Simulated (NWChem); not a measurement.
Species: neopentasilane (Si₅H₁₂); SMILES [SiH3][Si]([SiH3])([SiH3])[SiH3]

Not confirmed as a minimum by frequencies.

Give the equilibrium geometry at PBE0/def2-SVP (NWChem) as an XYZ file, with the point group.

point group Td; any orientation.
```
17

Si    -1.4499    -1.1609    -1.4355
Si    -0.0003     0.0005     0.0004
Si     1.5870     1.1721    -1.2721
Si    -1.2354     1.5167     1.2992
Si     1.0959    -1.5264     1.4070
H     -2.1572    -0.2025    -2.3405
H     -2.4696    -1.9143    -0.6416
H     -0.6785    -2.1319    -2.2721
H      2.5204     1.9184    -0.3723
H      0.9048     2.1505    -2.1750
H      2.3828     0.2205    -2.1080
H     -1.9400     2.4972     0.4160
H     -2.2543     0.7867     2.1157
H     -0.3273     2.2665     2.2216
H      0.0978    -2.2790     2.2288
H      1.8836    -2.5039     0.5935
H      2.0289    -0.8041     2.3264
```
